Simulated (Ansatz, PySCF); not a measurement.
CrO2F2, SMILES [O]=[Cr](=[O])([F])[F], multiplicity 1. Atoms are numbered in the order given.

```xyz
5

Cr     0.0000     0.0000     0.0496
O      0.0000     1.2351     0.9439
O      0.0000    -1.2351     0.9439
F     -1.3833     0.0000    -0.9119
F      1.3833     0.0000    -0.9119
```
Charge 0, spin multiplicity 1.

Geometry: PBE0-D3(BJ)/def2-SVP. The multiplicity is an assumed one; other spin states were not compared. The isomer is the one that the SMILES or the coordinates give; other isomers of the formula were not compared.

Two levels are set side by side: PBE-D3(BJ)/def2-SVP (Ansatz, a quantum-chemistry and plane-wave program) and PBE0-D3(BJ)/def2-SVP (Ansatz). Each level has its own optimised geometry; the coordinates shown are those of the second. Frequencies come from the Hessian of PySCF at each geometry. Differences are taken from unrounded values.

| quantity | PBE0-D3(BJ) | PBE-D3(BJ) | PBE-D3(BJ) minus PBE0-D3(BJ) |
|---|---|---|---|
| mean bond length (Å) | 1.605 | 1.631 | 0.026 |
| bond Cr1–O2 (Å) | 1.525 | 1.557 | 0.032 |
| bond Cr1–O3 (Å) | 1.525 | 1.557 | 0.032 |
| bond Cr1–F4 (Å) | 1.685 | 1.704 | 0.020 |
| bond Cr1–F5 (Å) | 1.685 | 1.704 | 0.020 |
| highest harmonic wavenumber (cm⁻¹) | 1186 | 1105 | -82 |
| mean harmonic wavenumber (cm⁻¹) | 623 | 585 | -37 |
| zero-point energy (kcal/mol) | 8.01 | 7.53 | -0.48 |

GGA bonds tend to be longer and softer than those of functionals with exact exchange. Differences between two approximate levels are no errors against the true value.
